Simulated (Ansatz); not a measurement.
An input meant for Zn(OH)2 (ZnO₂H₂) (charge 0, singlet).

```yaml
crystal:
  periodic: [false, false, false]
  atoms:
    - {symbol: Zn, position_ang: [-0.144687, -0.090836, 0.008122]}
    - {symbol: O, position_ang: [-0.268702, 0.078280, 1.757039]}
    - {symbol: H, position_ang: [-0.068174, 0.962404, 2.080593]}
    - {symbol: O, position_ang: [-0.186710, -0.364219, -1.731466]}
    - {symbol: H, position_ang: [0.668273, -0.585629, -2.114288]}
basis:
  gaussian: {orbitals: def2-SVP, final_grid: {core_spheres: 8, valence_spheres: 7, degree: 23}, nuclear_model: gaussian}
hamiltonian: {xc: {name: B2PLYP}, dispersion: d2}
scf: {omitted_lower_state_checks: [starts]}
output: {forces: true}
```

```sh
$ ansatz run in.yaml --threads 4 --pin off --events-out ev --progress --plain --max-ram 3916MiB
```

**Question.** Predict how Ansatz answers.

**Answer.** The program refused the input. The program holds no damping parameters for this pairing of functional and dispersion term, so they'd have to be typed.
```
Error: YAML parse error: error: line 11 column 47: hamiltonian.dispersion: `d2` is not `none`, `rvv10`, `d3bj`, `d3bjatm`, `d4` or a map `{method: …, s8: …, a1: …, a2_bohr: …}` (numbers without units, a2 in bohr) or `{method: …, functional: …}`
 9 | basis:
10 |   gaussian: {orbitals: def2-SVP, final_grid: {core_spheres: 8, valence_spheres: 7, degree: 23}, nuclear_model: …
11 | hamiltonian: {xc: {name: B2PLYP}, dispersion: d2}
12 | scf: {omitted_lower_state_checks: [starts]}
13 | output: {forces: true}
```
